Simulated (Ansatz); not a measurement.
BH$_{7}$O$_{3}$Si$_{2}$ (`OB(O[SiH3])O[SiH3]`) at its PBE0-D4/def2-TZVP geometry, where that method's forces vanish. The species carries charge 0 and has multiplicity 1.

```xyz
13

O     0.0785    1.0336    1.8295
B    -0.1187    0.1716    0.7909
O    -0.8125   -0.9900    0.9713
Si   -1.1620   -2.1642   -0.1409
O     0.3868    0.4828   -0.4367
Si    1.2521    1.7955   -0.9483
H    -0.3164    0.7204    2.6460
H    -1.9782   -1.6075   -1.2484
H    -1.9358   -3.2021    0.5802
H     0.0858   -2.7551   -0.6853
H     1.5143    1.5846   -2.3914
H     2.5369    1.8893   -0.2115
H     0.4691    3.0411   -0.7553
```

Question: What forces (eV/Å) does ωB97M-V/def2-TZVPP give on these atoms in Ansatz? (Estimate.)

Answer: Ansatz gave: 
```
O1   0.015  0.112  0.174
B2  -0.015 -0.022  0.013
O3  -0.073 -0.094  0.078
Si4 -0.067 -0.198 -0.158
O5   0.020 -0.035 -0.150
Si6  0.145  0.210 -0.103
H7   0.021  0.023 -0.032
H8   0.100 -0.061  0.131
H9   0.094  0.124 -0.092
H10 -0.146  0.075  0.063
H11 -0.030  0.029  0.177
H12 -0.158 -0.012 -0.083
H13  0.093 -0.152 -0.018
```
